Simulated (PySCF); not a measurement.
C$_{3}$H$_{5}$, doublet, at a GFN2-xTB geometry, with bond 3-1 at 1.3 times its length; PySCF with BLYP/STO-3G.

Input for PySCF:
```python
from pyscf import gto, scf, dft

mol = gto.Mole()
mol.atom = '''
    C     1.32517045    0.17996425   -0.00948946
    C     0.06095864    0.44136230   -0.01602886
    H     2.53592792    0.84769784   -0.03628021
    H    -0.31124892    1.47566041   -0.05242127
    C    -1.04589578   -0.57280156    0.02299841
    H    -0.64250733   -1.58055333    0.05836424
    H    -1.67008190   -0.40821458    0.90058097
    H    -1.67408412   -0.47164793   -0.86130678
'''
mol.basis = 'sto-3g'
mol.spin = 1
mol.verbose = 4
mol.build()

mf = dft.UKS(mol)
mf.xc = 'blyp'
mf.diis = False
mf.damp = 0.3
mf.diis_start_cycle = 200
mf.max_cycle = 150
mf.kernel()
mf.analyze()
```

Output, abridged:

```
PySCF version 2.14.0

[INPUT] verbose = 4
[INPUT] num. atoms = 8
[INPUT] num. electrons = 23
[INPUT] charge = 0
[INPUT] spin (= nelec alpha-beta = 2S) = 1
[INPUT] symmetry False subgroup None
[INPUT] Mole.unit = angstrom
[INPUT] Symbol           X                Y                Z      unit          X                Y                Z       unit  Magmom
[...]
nuclear repulsion = 63.7960865600683
number of shells = 14
number of NR pGTOs = 60
number of NR cGTOs = 20
basis = sto-3g
ecp = {}

******** <class 'pyscf.dft.uks.UKS'> ********
method = UKS
initial guess = minao
damping factor = 0.3
level_shift factor = 0
DIIS disabled
SCF conv_tol = 1e-09
SCF conv_tol_grad = None
SCF max_cycles = 150
direct_scf = True
direct_scf_tol = 1e-13
number electrons alpha = 12  beta = 11
XC library pyscf.dft.libxc version 7.1.2
    S. Lehtola, C. Steigemann, M. J. T. Oliveira, and M. A. L. Marques,  SoftwareX 7, 1–5 (2018)
XC functionals = blyp
    A. D. Becke,  Phys. Rev. A 38, 3098 (1988)
    C. Lee, W. Yang, and R. G. Parr,  Phys. Rev. B 37, 785 (1988)
    B. Miehlich, A. Savin, H. Stoll, and H. Preuss,  Chem. Phys. Lett. 157, 200 (1989)
radial grids:
    Treutler-Ahlrichs [JCP 102, 346 (1995); DOI:10.1063/1.469408] (M4) radial grids

becke partition: Becke, JCP 88, 2547 (1988); DOI:10.1063/1.454033
pruning grids: <function nwchem_prune>
grids dens level: 3
symmetrized grids: False
atomic radii adjust function: <function treutler_atomic_radii_adjust>
small_rho_cutoff = 0
Set gradient conv threshold to 3.16228e-05
tot grids = 91400
init E= -115.750344696454

cycle= 1 E= -115.643927438789  delta_E= 0.106  |g|= 0.128  |ddm|= 2.51
cycle= 2 E= -115.656590397424  delta_E= -0.0127  |g|= 0.0611  |ddm|= 0.316
cycle= 3 E= -115.659118550355  delta_E= -0.00253  |g|= 0.0301  |ddm|= 0.154
cycle= 4 E= -115.659686380372  delta_E= -0.000568  |g|= 0.0195  |ddm|= 0.0796
cycle= 5 E= -115.659701946889  delta_E= -1.56e-05  |g|= 0.0213  |ddm|= 0.0548
cycle= 6 E= -115.659430918273  delta_E= 0.000271  |g|= 0.0301  |ddm|= 0.062
cycle= 7 E= -115.65875216482  delta_E= 0.000679  |g|= 0.0444  |ddm|= 0.0881
cycle= 8 E= -115.657282793029  delta_E= 0.00147  |g|= 0.0651  |ddm|= 0.129
cycle= 9 E= -115.654033591224  delta_E= 0.00325  |g|= 0.0964  |ddm|= 0.19
cycle= 10 E= -115.647341704276  delta_E= 0.00669  |g|= 0.139  |ddm|= 0.279
cycle= 11 E= -115.632606046239  delta_E= 0.0147  |g|= 0.206  |ddm|= 0.405
cycle= 12 E= -115.605318398749  delta_E= 0.0273  |g|= 0.287  |ddm|= 0.585
[...]
SCF not converged.
[...]
**** SCF Summaries ****
Total Energy =                        -106.883045156690685
Nuclear Repulsion Energy =              63.796086560068282
One-electron Energy =                 -290.269338215666778
Two-electron Energy =                  119.590206498907804
Two-electron Coulomb Energy =          139.008822173275263
DFT Exchange-Correlation Energy =      -19.418615674367459
**** MO energy ****
                             alpha | beta                alpha | beta
[...]
To work with the spin densities directly, `use mulliken_meta_spin()` only printing them here.

 ** Mulliken spin pop alpha/beta on meta-lowdin orthogonal AOs **
 ** Mulliken Spin Density (per AO)  **
spin_pop of  0 C 1s        0.00000
spin_pop of  0 C 2s        0.00073
spin_pop of  0 C 2px       0.00045
spin_pop of  0 C 2py       0.00022
spin_pop of  0 C 2pz       0.00031
spin_pop of  1 C 1s       -0.00000
spin_pop of  1 C 2s        0.00128
spin_pop of  1 C 2px       0.00114
spin_pop of  1 C 2py      -0.00023
spin_pop of  1 C 2pz       0.01144
spin_pop of  2 H 1s        0.00001
spin_pop of  3 H 1s        0.00117
spin_pop of  4 C 1s        0.00003
spin_pop of  4 C 2s        0.05555
spin_pop of  4 C 2px       0.05409
spin_pop of  4 C 2py       0.00459
spin_pop of  4 C 2pz       0.15420
spin_pop of  5 H 1s        0.00519
spin_pop of  6 H 1s        0.00523
spin_pop of  7 H 1s        0.70460
 ** Mulliken Spin Density (per atom)  **
spin density of  0 C =      0.00171
spin density of  1 C =      0.01363
spin density of  2 H =      0.00001
spin density of  3 H =      0.00117
spin density of  4 C =      0.26847
spin density of  5 H =      0.00519
spin density of  6 H =      0.00523
spin density of  7 H =      0.70460
 ** Mulliken pop alpha/beta on meta-lowdin orthogonal AOs **
 ** Mulliken pop       alpha | beta **
[...]
In total            12.00000 | 11.00000
 ** Mulliken atomic charges   ( Nelec_alpha | Nelec_beta ) **
charge of  0C =      3.49940  (     1.25116      1.24945 )
charge of  1C =     -2.81710  (     4.41537      4.40174 )
charge of  2H =      0.99727  (     0.00137      0.00136 )
charge of  3H =      0.35028  (     0.32544      0.32428 )
charge of  4C =     -2.72983  (     4.49915      4.23068 )
charge of  5H =      0.52502  (     0.24008      0.23490 )
charge of  6H =      0.45531  (     0.27496      0.26973 )
charge of  7H =     -0.28034  (     0.99247      0.28787 )
Dipole moment(X, Y, Z, Debye): 46.12569,  6.68669,  3.42408
```

The run did not converge; its last values are not results.
